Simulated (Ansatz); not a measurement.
BiCl$_{3}$ (SMILES [Cl][Bi]([Cl])[Cl]), singlet, geometry from GFN2-xTB (such geometries of metal compounds can be far from the true shape) (core potentials on Bi); R2SCAN/def2-SV(P) in Ansatz (a program for electronic structure).

The Ansatz input:
Ansatz 0.2 input:
```yaml
crystal:
  periodic: [false, false, false]
  atoms:
    - {symbol: Bi, position_ang: [-0.00428098, -0.00067467, 0.50283800]}
    - {symbol: Cl, position_ang: [-1.83162453, -0.99302219, -0.83533113]}
    - {symbol: Cl, position_ang: [0.06534181, 2.09049123, -0.81504384]}
    - {symbol: Cl, position_ang: [1.78718399, -1.09417508, -0.80465760]}
basis:
  gaussian:
    orbitals: def2-SV_P_.json
    point_charges:
      - {charge: 1.0, position_ang: [1.0771, 4.5482, -2.5721]}
hamiltonian:
  xc: r2scan
```
The basis file holds def2-SV(P) in the JSON format of the Basis Set Exchange.

The log (banner, timings and long lists left out):

```
Functional definition: r2SCAN
861 factors; their error is unknown
mean field evaluation 1: about -43398.2000 eV, gradient 2.9e1 eV
mean field evaluation 2: about -43387.1454 eV, gradient 6.7e1 eV
mean field evaluation 4: about -43401.0227 eV, gradient 3.2e0 eV
mean field evaluation 8: about -43400.9937 eV, gradient 2.9e-2 eV
mean field -43400.99374280 eV, -1594.9571017976 hartree, gradient 3.2e-5 eV, S^2 0.000000; 0 other end points of the search recorded, 0 dependent functions left out
reference -43400.99374964 eV, -1594.9571020491 hartree; 37, 37 occupied and 43, 43 virtual orbitals, 861 factors
Total energy: -43400.99374964 eV, -1594.9571020491 hartree
```
